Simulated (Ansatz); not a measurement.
Coupled-cluster run, C₂H₈SSi₂ (`[SiH3]C[SiH2]C=S`).

```yaml
crystal:
  periodic: [false, false, false]
  atoms:
    - {symbol: Si, position_ang: [-1.378739, 0.854412, 1.032710]}
    - {symbol: C, position_ang: [0.380563, 0.209104, 0.987091]}
    - {symbol: Si, position_ang: [0.669626, -1.092352, -0.308241]}
    - {symbol: C, position_ang: [0.885736, -0.299563, -2.005232]}
    - {symbol: S, position_ang: [0.996131, 1.288657, -2.254344]}
    - {symbol: H, position_ang: [-1.471957, 2.090955, 1.853549]}
    - {symbol: H, position_ang: [-1.871175, 1.152856, -0.337510]}
    - {symbol: H, position_ang: [-2.267127, -0.179018, 1.629979]}
    - {symbol: H, position_ang: [1.061337, 1.041121, 0.779064]}
    - {symbol: H, position_ang: [0.634052, -0.193712, 1.972636]}
    - {symbol: H, position_ang: [-0.470473, -2.047672, -0.407831]}
    - {symbol: H, position_ang: [1.901489, -1.893142, -0.056091]}
    - {symbol: H, position_ang: [0.950839, -0.966446, -2.871080]}
basis:
  gaussian: {orbitals: def2-TZVPP}
correlation: {method: ccsd_t}
output: {orbitals: {seedname: orbitals}}
```

```sh
$ ansatz run in.yaml --threads 4 --pin off --events-out ev --progress --plain
```

The program prints (abridged):

```
Functional definition: HF
1703 factors; integrals over basis functions are off by at most 1.1e-3 eV
mean field evaluation 1: about -28727.1759 eV, gradient 3.0e1 eV
mean field evaluation 2: about -28727.4857 eV, gradient 3.0e1 eV
mean field evaluation 4: about -28730.5796 eV, gradient 4.0e0 eV
mean field evaluation 8: about -28730.6447 eV, gradient 2.0e-1 eV
mean field -28730.64487617 eV, -1055.8317248687 hartree, gradient 2.7e-6 eV, S^2 0.000000; 0 other end points of the search recorded, 0 dependent functions left out; unrestricted orbitals would lower it
17 core orbitals not correlated: weight in the atoms' cores, before any rotation towards them, 1.000 or more for the frozen orbitals, at most 0.000 for the correlated occupied ones
reference -28730.64487617 eV, -1055.8317248687 hartree; 15, 15 occupied and 268, 268 virtual orbitals, 1703 factors
second order -20.64859950 eV of doubles, -0.00000000 eV of singles
cycle   1  -21.73986605 eV  change    -1.1e0 eV  update   1.2e-1
cycle   2  -22.40583490 eV  change   -6.7e-1 eV  update   3.7e-2
cycle   3  -22.54178872 eV  change   -1.4e-1 eV  update   1.9e-2
cycle   4  -22.53355162 eV  change    8.2e-3 eV  update   5.6e-3
cycle   5  -22.53229371 eV  change    1.3e-3 eV  update   2.7e-3
cycle   6  -22.53236496 eV  change   -7.1e-5 eV  update   8.1e-4
cycle   7  -22.53237646 eV  change   -1.1e-5 eV  update   2.9e-4
cycle   8  -22.53247994 eV  change   -1.0e-4 eV  update   1.1e-4
cycle   9  -22.53250516 eV  change   -2.5e-5 eV  update   3.5e-5
perturbative correction -1.02226602 eV, -0.0375675835 hartree
Total energy: -28754.19964736 eV, -1056.6973467438 hartree
```

Run time 4.3 min (4 threads of a server CPU on a shared host); peak host memory 9.1 GiB.

Correlation energy per correlated electron: -0.785 eV. T1 diagnostic: 0.0141.
